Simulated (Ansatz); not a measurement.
Start from `F[SiH](F)[O][GeH3]` and change one element to get `F[SiH](F)[S][GeH3]`.

Ansatz, PBE0-D4/def2-TZVP geometries, multiplicity 1. Each molecule was computed in one conformer, which needn't be the lowest.

Scalar relativity is left out up to krypton.

```csv
property,`F[SiH](F)[O][GeH3]`
HOMO–LUMO gap (PBE/def2-TZVPP) / eV,6.80
HOMO energy (ωB97M-V/def2-TZVPP) / eV,-11.69
HOMO energy (PBE0/def2-TZVPP) / eV,-9.38
size of the dipole moment (PBE/def2-TZVPP) / D,2.10
LUMO energy (PBE0/def2-TZVPP) / eV,-0.17
HOMO energy (PBE/def2-TZVPP) / eV,-7.86
```

(1) Give the same properties after the change, and the shifts. (Best estimate.)

Results:

(1) Computed: 
| property | `F[SiH](F)[S][GeH3]` | shift |
| --- | --- | --- |
| HOMO–LUMO gap (PBE/def2-TZVPP) / eV | 5.24 | -1.56 |
| HOMO energy (ωB97M-V/def2-TZVPP) / eV | -10.11 | 1.58 |
| HOMO energy (PBE0/def2-TZVPP) / eV | -7.95 | 1.43 |
| size of the dipole moment (PBE/def2-TZVPP) / D | 1.23 | -0.87 |
| LUMO energy (PBE0/def2-TZVPP) / eV | -0.58 | -0.41 |
| HOMO energy (PBE/def2-TZVPP) / eV | -6.71 | 1.15 |

With PBE0 the HOMO rises by 1.43 eV and the LUMO falls by 0.41 eV, so the gap narrows by about 1.84 eV. PBE moves the HOMO by 1.15 eV and ωB97M-V by 1.58 eV. Dipoles are sizes alone; their direction can turn.
